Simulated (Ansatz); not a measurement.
Two isomers of CH5FGeOSi: A = `F[SiH]1[CH2][GeH2][O]1`, B = `O=[C]([SiH3])[GeH2][F]`.

Gas-phase electronic energies from Ansatz, PBE0-D4/def2-TZVP geometries. CCSD(T)/CBS adds triple-zeta CCSD(T) − MP2 to the extrapolated MP2 energy (def2 sets, frozen cores). Functionals use def2-TZVPP. B3LYP here is the variant with VWN-RPA as its local correlation; programs differ in this. For Ge outer-core shells are correlated without core-valence functions, which leaves a few kJ/mol of doubt a bond. Scalar relativity is left out up to krypton. Each species was taken in one conformer, which may not be the lowest.

A:

Z-matrix (Å, degrees):
```
Si
C 1 1.879
Ge 1 2.572 2 49.6
F 1 1.594 2 112.1 3 114.8
O 1 1.643 2 94.7 3 -1.2
H 1 1.479 2 118.5 3 -121.1
H 2 1.090 1 116.2 3 113.7
H 2 1.090 1 116.0 3 -115.2
H 3 1.535 1 122.5 2 99.8
H 3 1.535 1 123.1 2 -98.0
```

B:

Z-matrix (Å, degrees):
```
Si
C 1 1.939
H 1 1.484 2 107.6
H 1 1.485 2 107.6 3 118.1
H 1 1.483 2 108.9 3 -120.9
Ge 2 2.022 1 119.0 3 -59.0
O 2 1.206 1 122.7 3 121.0
F 6 1.750 2 103.8 1 -0.1
H 6 1.536 2 113.0 1 115.1
H 6 1.536 2 113.0 1 -115.3
```

**Question.** Which is lower in electronic energy at CCSD(T)/CBS, and by how much? (Estimate.)

**Answer.** Ansatz gave: A, by 92.0 kcal/mol.

**Question.** Give E(B) − E(A) in kcal/mol with CCSD(T)/def2-TZVPP, B2PLYP, PBE-D4, B3LYP-D4, PBE0-D4, ωB97M-V, MP2/def2-TZVPP. (An estimate is asked.)

**Answer.** The calculation gave: CCSD(T)/def2-TZVPP 89.6, B2PLYP 87.0, PBE-D4 81.4, B3LYP-D4 82.8, PBE0-D4 88.3, ωB97M-V 89.6, MP2/def2-TZVPP 95.4. None reverses the order clearly.

Largest T1 diagnostic: 0.014.

In def2-TZVPP, CCSD(T) changes the Hartree–Fock value by +2.9 kcal/mol (the triples alone add −0.8 kcal/mol) and MP2 by +8.7 kcal/mol. From PBE to PBE0 (25 % exact exchange), in def2-TZVPP and without D4, E(B) − E(A) moves by +7.0 kcal/mol.
